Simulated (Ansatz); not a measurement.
FGeH3OSi can be A, `F[SiH]1[O][GeH2]1`, or B, `[F][GeH]1[O][SiH2]1`.

Isolated molecules relaxed with PBE0-D4/def2-TZVP in Ansatz; ΔE leaves out vibrations. CCSD(T)/CBS adds triple-zeta CCSD(T) − MP2 to the extrapolated MP2 energy (def2 sets, frozen cores). DFT in def2-TZVPP. B3LYP here is the variant with VWN-RPA as its local correlation; programs differ in this. For Ge outer-core shells are correlated without core-valence functions, which leaves a few kJ/mol of doubt a bond. Scalar relativity is left out up to krypton.

Problem. Which isomer does CCSD(T)/CBS put lower? Give the gap. (Best estimate.)

Solution. Ansatz gave: A, by 20.8 kcal/mol.

Problem. Give E(B) − E(A) in kcal/mol with CCSD/def2-TZVPP, BLYP-D4, CCSD(T)/def2-SVP, PBE0-D4, B3LYP, MP2/def2-TZVPP, PBE-D4. (An estimate is asked.)

Solution. The calculation gave: CCSD/def2-TZVPP 20.7, BLYP-D4 18.7, CCSD(T)/def2-SVP 16.5, PBE0-D4 19.9, B3LYP 19.7, MP2/def2-TZVPP 20.6, PBE-D4 18.8. None reverses the order clearly.

Problem. Does the order hold for the free energy at 298.15 K (harmonic terms from PBE0-D4)? (An estimate is asked.)

Solution. Computed: Yes: G(B) − G(A) = +20.5 kcal/mol.

Largest T1 diagnostic: 0.014.

From PBE to PBE0 (25 % exact exchange), in def2-TZVPP and without D4, E(B) − E(A) moves by +1.1 kcal/mol. At CCSD(T), def2-SVP lies −4.3 kcal/mol from the extrapolated value and def2-TZVPP −0.4 kcal/mol.
